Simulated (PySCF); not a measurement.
KIn⁺ from Hartree–Fock to correlated methods

State: ²Σ⁺ (doublet), unpaired electrons σ ↑. Set-up: K def2-SVPD, In def2-SVPD with ECP28; scalar-relativistic core potentials (PySCF 2.14). De refers to K⁺ + In in their high-spin ground configurations, without counterpoise correction. The functionals are run spin-unrestricted. A positive dipole points towards In; it is taken about the centre of mass and depends on that origin. Levels whose curve was spin-contaminated or gave no clean fit are not listed.

| Level | Re (Å) | ωe (cm⁻¹) | De (eV) | μ (D) |
| --- | --- | --- | --- | --- |
| UHF | 4.212 | 63.2 | 0.52 | -11.32 |
| UHF-MP2 | 4.120 | 66.2 | 0.56 | n/a |
| UHF-SCS-MP2 | 4.138 | 65.6 | 0.55 | n/a |
| PBE | 4.123 | 61.3 | 0.69 | -9.62 |
| PBEsol | 4.079 | 62.6 | 0.68 | -9.70 |
| r²SCAN | 4.114 | 64.3 | 0.59 | -10.51 |
| r²SCANh | 4.097 | 65.2 | 0.59 | -10.52 |
| PBE0 | 4.076 | 64.8 | 0.64 | -10.08 |
| MN15 | 3.993 | 67.7 | 0.54 | -10.60 |
| CAM-B3LYP | 4.022 | 67.7 | 0.61 | -10.25 |

Question: What does a quarter of exact exchange do here, going from PBE to PBE0?

Answer: PBE0 less PBE: -4.7 pm in Re, +5.7 % in ωe, -0.05 eV in De. Exact exchange removes part of the self-interaction that spreads semilocal densities, and in most molecules shortens and stiffens the bond and lowers De; so it does here.

Question: What does the step from GGA to meta-GGA do here, going from PBE to r²SCAN?

Answer: r²SCAN less PBE: -0.9 pm in Re, +4.9 % in ωe, -0.10 eV in De. 

Question: What does second-order correlation do here, going from UHF to UHF-MP2?

Answer: UHF-MP2 less UHF: -9.2 pm in Re, +4.7 % in ωe, +0.04 eV in De. Correlation nearly always deepens the well. The bond shortens, as in weak, metallic or heavy-atom bonds, where dispersion and the correlation of outer-core electrons pull the atoms together.

Correlated steps freeze 9 core orbitals. Correlated levels converge slowly with the basis: in double zeta they bind strong bonds too weakly, by up to about 1 eV, and carry superposition errors of some tenths. Spin–orbit coupling is left out, which matters for elements this heavy, above all for dissociation energies. For an ion De counts to the pair picked by the measured ionisation energies or electron affinities, which need not be the lowest pair at this level. The state is the lowest determinant that a PBE0 search found; another state may lie lower at other levels.
